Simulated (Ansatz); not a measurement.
Job for Ansatz (a quantum-chemistry and plane-wave program): R-wB97X-V/def2-TZVPPD on H2 (SMILES [H][H]). The basis file is the Basis Set Exchange's JSON of that set.

Ansatz 0.2 input:
```yaml
crystal:
  periodic: [false, false, false]
  atoms:
    - {symbol: H, position_ang: [0.00000000, 0.00000000, 0.37198582]}
    - {symbol: H, position_ang: [-0.00000000, -0.00000000, -0.37198582]}
basis:
  gaussian:
    orbitals: def2-TZVPPD.json
hamiltonian:
  xc: {name: wB97X-V}
scf: {lower_state_search: off}
```

Task: Give the final energy of this run.

Result: -1.1726 hartree.
